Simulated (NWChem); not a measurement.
Species: PbNH3, singlet; SMILES [NH2][PbH]

```xyz
5

Pb     0.0212    -0.2204     0.0000
H     -1.8411    -0.2439     0.0000
N      0.0105     1.9076     0.0000
H     -0.8218     2.4888     0.0000
H      0.8521     2.4758     0.0000
```
Atoms are numbered in this order, from 1.

Low-valent species are run as closed-shell singlets; no triplet was tried in these runs. Coordinates come from a PBE0/def2-SVP optimisation. def2 effective core potentials on Pb; no spin-orbit coupling.

Symmetry labels are those of Cs in the frame above (b1 and b2, or b-type labels, depend on it).

Problem. List the 4 lowest vertical singlet excitations from PBE/def2-SVP with def2 effective core potentials on Pb, TDA (NWChem).

Solution. 
```tsv
state	energy (eV)	oscillator strength	symmetry	leading excitation (squared amplitude)
S1	3.38	0.013	a"	HOMO → LUMO (0.99)
S2	4.75	0.079	a'	HOMO−1 → LUMO (0.81)
S3	5.30	0.043	a"	HOMO−2 → LUMO (0.68)
S4	5.47	0.001	a"	HOMO−1 → LUMO+1 (0.69)
```
